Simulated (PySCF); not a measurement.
Computed shifts of a molecule C2H6BFO, PBE0/pcSseg-1 (PySCF), GIAO, gas phase, equivalent atoms averaged, in ppm (number of nuclei): ¹⁹F: -79.6 (1). ¹³C: 56.0 (1), -2.4 (1). ¹H: 3.88 (3), 0.64 (3). References: ¹¹B against BF3 (σ = 88.8 ppm); ¹⁹F against CFCl3 (σ = 167.2 ppm); ¹³C against TMS (σ = 186.3 ppm); ¹H against TMS (σ = 31.56 ppm); ¹⁷O against H2O (σ = 334.2 ppm), references at their B3LYP-D3(BJ)/def2-TZVP geometries, non-relativistic. Geometry optimised at r2SCAN-D4/def2-SVP. Other conformers were not sampled.

Q: Pick the molecule that these values belong to.
A. CB(F)CO
B. COB(C)F
C. CCOBF
D. CCB(O)F

A: B, COB(C)F
